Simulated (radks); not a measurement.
Initial-state core-level shifts of neutral phosphorus when its valence configuration changes from [Ne] 3s2 3p3. Calculated with a radial shooting solver on a logarithmic mesh with Libxc functionals: scalar-relativistic Kohn-Sham, PBE, spin-unpolarised, spherical densities, finite nucleus; Fermi nuclear charge, rms radius 3.1889 fm. Shifts are changes of the shell-averaged eigenvalues in eV (positive: less bound); the change of the density at the nucleus, which sets a Mossbauer isomer shift, is in e/bohr^3, on a base of 2394.

[
 {"valence": "3p5", "1s": "-3.062", "2s": "-2.984", "2p": "-2.959", "density at nucleus": "-14.1138"},
 {"valence": "3s1 3p4", "1s": "-1.579", "2s": "-1.536", "2p": "-1.524", "density at nucleus": "-6.8769"},
 {"valence": "3s0.5 3p4.5", "1s": "-2.331", "2s": "-2.270", "2p": "-2.252", "density at nucleus": "-10.4529"},
 {"valence": "3s1.5 3p3.5", "1s": "-0.803", "2s": "-0.780", "2p": "-0.774", "density at nucleus": "-3.3906"}
]
